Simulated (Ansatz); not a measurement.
Calculated with Ansatz (gas phase, PBE0-D4/def2-TZVP geometries, no zero-point term in ΔE). CCSD(T)/CBS adds triple-zeta CCSD(T) − MP2 to the extrapolated MP2 energy (def2 sets, frozen cores). Double bonds are as drawn, so ΔE can hold a change between cis and trans. Functionals use def2-TZVPP. HSE06 is defined as in plane-wave codes. For Ga outer-core shells are correlated without core-valence functions, which leaves a few kJ/mol of doubt a bond. Scalar relativity is left out up to krypton.

`[SiH3]/C=[CH]\[GaH2]` + `C=C(F)F` → `C=[C](F)[GaH2]` + `F/C=C/[SiH3]`  (formal exchange of groups at a Ga–C bond)

`[SiH3]/C=[CH]\[GaH2]`:

Cartesian coordinates in Å:
```
Si 0.078 -1.137 -0.991
C -1.287 -0.284 -0.087
C -0.914 0.713 0.727
Ga 1.012 1.163 0.880
H 1.321 -0.397 -0.515
H 0.053 -1.003 -2.471
H 0.285 -2.567 -0.647
H -2.334 -0.566 -0.201
H -1.687 1.247 1.283
H 1.611 2.307 -0.014
H 1.863 0.525 2.035
```

`C=C(F)F`:

Z-matrix (Å, degrees):
```
C
C 1 1.315
H 1 1.079 2 119.7
H 1 1.079 2 119.7 3 180.0
F 2 1.313 1 125.2 3 -180.0
F 2 1.313 1 125.2 3 0.0
```

`C=[C](F)[GaH2]`:

```xyz
8

C     0.621   -0.441    1.205
C    -0.411   -0.056    0.462
F    -1.632   -0.004    1.047
Ga   -0.283    0.446   -1.434
H     1.607   -0.491    0.760
H     0.509   -0.711    2.251
H    -1.558    0.887   -2.223
H     1.147    0.370   -2.067
```

`F/C=C/[SiH3]`:

```xyz
9

F    -0.811    1.667    2.008
C    -0.203    0.732    1.273
C    -0.496    0.518    0.002
Si    0.377   -0.791   -0.974
H     0.540    0.195    1.854
H    -1.267    1.139   -0.448
H    -0.588   -1.800   -1.486
H     1.082   -0.199   -2.141
H     1.366   -1.461   -0.088
```

CCSD(T)/CBS gives +0.04 eV.

(1) Another level gave +0.05 eV. Which?
A. HSE06/def2-TZVPP
B. BLYP/def2-TZVPP
C. BLYP-D4/def2-TZVPP
D. PBE/def2-TZVPP

(2) What do rigid-rotor, harmonic-oscillator terms from PBE0-D4/def2-TZVP frequencies (298.15 K, 1 bar) make of the CCSD(T)/CBS value? (An estimate is asked.)

Largest T1 diagnostic among the species: 0.013.

Results:

(1) A. HSE06 0.05, PBE 0.01, BLYP -0.15, BLYP-D4 -0.06 eV.

(2) Computed: ΔZPE = -0.01 eV, ΔH = +0.05 eV, ΔS = 22 J/(mol·K), ΔG = -0.02 eV.

The D4 term adds +0.07 eV with B3LYP and +0.04 eV with PBE0; it sums over pairs of atoms, weighted by their polarisabilities, and B3LYP, whose exchange is more repulsive, gets the larger term. From BLYP to BHLYP (50 % exact exchange), in def2-TZVPP and without D4, ΔE moves by +0.09 eV.

B3LYP here is the variant with VWN-RPA as its local correlation; programs differ in this.
